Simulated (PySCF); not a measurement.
Al(Me)2(F) (C2H6AlF), SMILES [F][Al]([CH3])[CH3].

The structure is a stationary point at PBE0-D3(BJ)/def2-SVP. The isomer is the one that the SMILES or the coordinates give; other isomers of the formula were not compared.

Level of theory: IEF-PCM-ωB97X/def2-SVP (PySCF).

The values are the electrostatic part of the solvation free energy, E(continuum) − E(gas) at the gas-phase geometry, in a cavity of scaled van der Waals radii (PySCF's table); cavitation and dispersion terms are not included. A continuum can't describe solvent molecules that bind to the metal. In vacuum the orbital gap is 12.12 eV. The dipole moment in vacuum is 1.87 D.

Computed values in water (ε = 78.36), N,N-dimethylformamide (ε = 37.22), dimethylsulfoxide (ε = 46.83):
| solvent | ε | ΔG(elec) (kcal/mol) | dipole (D) | gap (eV) |
|---|---|---|---|---|
| water | 78.36 | -5.6 | 2.14 | 12.38 |
| N,N-dimethylformamide | 37.22 | -5.4 | 2.13 | 12.37 |
| dimethylsulfoxide | 46.83 | -5.5 | 2.13 | 12.37 |
